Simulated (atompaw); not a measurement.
# An all-electron radial function and its pseudo partner (zirconium (Zr))

Columns: radius, all-electron u(r) and pseudo u(r) of the 4p shell (level -32.46 eV) of zirconium in the configuration [Ar] 3d10 4s2 4p6 4d2 5s2 5p0; PBE, scalar-relativistic, PAW (atompaw) scheme, atompaw 4.2.0.5.

| r (bohr) | all-electron | pseudo |
| --- | --- | --- |
| 0.115 | 0.2543 | 0.0243 |
| 0.231 | -0.2898 | 0.0952 |
| 0.346 | -0.4931 | 0.2032 |
| 0.462 | -0.3030 | 0.3380 |
| 0.577 | 0.0394 | 0.4832 |
| 0.692 | 0.3776 | 0.6254 |
| 0.808 | 0.6469 | 0.7524 |
| 0.923 | 0.8274 | 0.8510 |
| 1.038 | 0.9286 | 0.9157 |
| 1.154 | 0.9658 | 0.9448 |
| 1.269 | 0.9549 | 0.9401 |
| 1.385 | 0.9115 | 0.9059 |
| 1.500 | 0.8486 | 0.8480 |
| 1.615 | 0.7753 | 0.7753 |
| 1.731 | 0.6974 | 0.6974 |
| 1.846 | 0.6210 | 0.6210 |
| 1.962 | 0.5474 | 0.5474 |
| 2.077 | 0.4797 | 0.4797 |
| 2.192 | 0.4179 | 0.4179 |
| 2.308 | 0.3620 | 0.3620 |
| 2.423 | 0.3128 | 0.3128 |
| 2.538 | 0.2695 | 0.2695 |
| 2.654 | 0.2312 | 0.2312 |
| 2.769 | 0.1982 | 0.1982 |
| 2.885 | 0.1694 | 0.1694 |
| 3.000 | 0.1448 | 0.1448 |

Problem. How many radial nodes do the two functions have?

Solution. The all-electron 4p function has n − l − 1 = 2; the pseudo-wave has 0, since the states of the same l below it are removed with the core.

Problem. At about which radius was the pseudo-wave matched?

Solution. 1.60 bohr, where the columns begin to agree (steps of 0.12 bohr).

Problem. Is the pseudo-wave norm-conserving?

Solution. No, it belongs to a PAW set: the norm inside the radius is not constrained, and the difference is carried by the augmentation charge.
